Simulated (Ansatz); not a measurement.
Single points on the cluster Ni₂H₄.

```yaml
crystal:
  periodic: [false, false, false]
  atoms:
    - {symbol: Ni, position_ang: [-1.170644, -0.191207, -0.242938]}
    - {symbol: Ni, position_ang: [1.187316, -0.224575, -0.077275]}
    - {symbol: H, position_ang: [-2.392894, 0.755225, -0.112494]}
    - {symbol: H, position_ang: [2.405238, 0.687653, 0.224376]}
    - {symbol: H, position_ang: [-0.049355, 0.275137, 0.759164]}
    - {symbol: H, position_ang: [0.020339, -1.302233, -0.550833]}
basis:
  gaussian: {orbitals: def2-TZVPD, initial_orbitals: start.molden}
magnetization: {spin_polarized: true, initial_magnetization: 2}
hamiltonian: {xc: pbe, dispersion: d4}
scf: {omitted_lower_state_checks: [starts]}
output: {orbitals: {seedname: orbitals}}
```

The file start.molden holds the orbitals of an earlier run on this structure, at another level or in another basis.

```sh
$ ansatz run in.yaml --threads 4 --pin off --events-out ev --progress --plain --max-ram 3916MiB
```

Output, abridged:

```
Functional definition: PBE
1128 factors; their error is unknown
mean field evaluation 1: about -82137.7723 eV, gradient 8.1e0 eV
mean field evaluation 2: about -82138.3065 eV, gradient 1.5e0 eV
mean field evaluation 4: about -82138.4256 eV, gradient 9.7e-1 eV
mean field evaluation 8: about -82138.5140 eV, gradient 1.2e0 eV
mean field evaluation 16: about -82138.5376 eV, gradient 2.4e-3 eV
mean field -82138.53755423 eV, -3018.5355796176 hartree, gradient 1.6e-6 eV, S^2 2.021762; 0 other end points of the search recorded, 0 dependent functions left out
reference -82138.53760611 eV, -3018.5355815242 hartree; 31, 29 occupied and 101, 103 virtual orbitals, 1128 factors
Total energy: -82138.63939860 eV, -3018.5393223290 hartree
Checks for a lower state left out: starts
```

Hardware: 4 threads of Arm Neoverse V2 on a shared host. Wall time 6 s.

First input, but with `gaussian: {orbitals: def2-TZVPD}`, `hamiltonian: {xc: pbe0, dispersion: d4}` (abridged; 7 s):

```
Functional definition: PBE0
mean field evaluation 16: about -82137.1665 eV, gradient 5.0e-1 eV
mean field evaluation 32: about -82137.3489 eV, gradient 7.2e-1 eV
mean field -82137.39206443 eV, -3018.4934836437 hartree, gradient 6.9e-6 eV, S^2 2.409374
Total energy: -82137.47737281 eV, -3018.4966186691 hartree
Checks for a lower state left out: starts
```

As the first input, with `hamiltonian: {xc: r2scan, dispersion: d4}` (abridged; 13 s):

```
Functional definition: r2SCAN
mean field evaluation 16: about -82150.4900 eV, gradient 2.3e-5 eV
mean field -82150.49003337 eV, -3018.9748251243 hartree, gradient 8.4e-6 eV, S^2 2.137567
Total energy: -82150.51242513 eV, -3018.9756480064 hartree
Checks for a lower state left out: starts
```

Geometry: PBE-D4/def2-TZVPD, that of the charge -1 doublet.

At PBE0-D4/def2-TZVPD, r2SCAN-D4/def2-TZVPD the charge 0 triplet is spin-contaminated (final ⟨S²⟩ up to 2.41, 2.00 for a pure state). The structure comes from a short search, and lower isomers may exist.
